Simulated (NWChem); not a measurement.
PbCl2, singlet; SMILES [Cl][Pb][Cl]

Computed with NWChem. Low-valent species are run as closed-shell singlets; no triplet was tried in these runs. The geometry was optimised at PBE0/def2-SVP. def2 effective core potentials on Pb; no spin-orbit coupling. Vertical excitations in the gas phase; the lowest state need not have the same character in each row.

```csv
level,"lowest excitation, singlet (eV)","lowest state with f > 0.02, singlet (eV)",oscillator strength of that bright state,orbital gap (eV)
"PBE/def2-SVP, TDA",3.25,3.96,0.029,3.13
"B3LYP/def2-SVP, TDA",3.54,4.23,0.027,4.44
"PBE0/def2-SVP, TDA",3.74,4.46,0.025,4.92
"CAM-B3LYP/def2-SVP, TDA",3.79,4.64,0.023,6.96
```
